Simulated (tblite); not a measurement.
C5H6OSSi2.
Bonds: O1–C2 (double), C2–C3, C3–C4 (triple), C4–C5, C5–C6 (triple), C6–Si7, Si7–S8, S8–Si9. Hydrogens: H10 on C2; H11, H12 on Si7; H13, H14, H15 on Si9.

The geometry is computed with GFN2-xTB (gas phase).

Problem. List the bond lengths, angles and torsions at this level.

Solution. 
```
                     bond  length (bohr)   order
                    O1=C2          2.275  double
                    C2–C3          2.683  single
                    C3≡C4          2.297  triple
                    C4–C5          2.553  single
                    C5≡C6          2.298  triple
                   C6–Si7          3.489  single
                   Si7–S8          4.075  single
                   S8–Si9          4.057  single
                   C2–H10          2.098  single
         Si7–H11, Si7–H12          2.751  single
Si9–H13, Si9–H14, Si9–H15          2.751  single
```

Bonds in one row agree within 0.02 bohr and their mean is given. Orders are formal, as drawn. A selection of angles:
```
      angle  degrees
   O1–C2–C3    125.9
  O1–C2–H10    121.9
  C3–C2–H10    112.2
   C2–C3–C4    179.6
   C3–C4–C5    179.7
   C4–C5–C6    178.9
  C5–C6–Si7    176.3
  C6–Si7–S8    108.0
 C6–Si7–H11    110.9
 C6–Si7–H12    108.1
 S8–Si7–H11    104.1
 S8–Si7–H12    109.6
H11–Si7–H12    115.9
 Si7–S8–Si9    104.7
 S8–Si9–H13    102.7
 S8–Si9–H14    107.7
H13–Si9–H14    112.9
H14–Si9–H15    110.9
```

Dihedral angles: C6–Si7–S8–Si9 -62° (synclinal). The mirror-image conformer, all signs reversed, is as good.

S8 (sulfur bonded to 2 Si) is bent (angle 104.7°). Si7 (SiH2 silicon) is distorted tetrahedral (angles from 104.1° to 115.9°). Si9 (SiH3 silicon) is distorted tetrahedral (angles from 102.7° to 113.9°). The 4 C–C bonds span 1.216 Å (C3≡C4, drawn triple) to 1.420 Å (C2–C3, drawn single), a spread of 0.204 Å.

Point group: C1 (no symmetry element, even within 0.4 Å). Its GFN2-xTB frequencies are all real (lowest 17 cm⁻¹). The numbers are those of one conformer. 3 starts were optimised and ended at 0.00, 0.17 and 0.88 kcal/mol (GFN2-xTB); the lowest of these is shown.
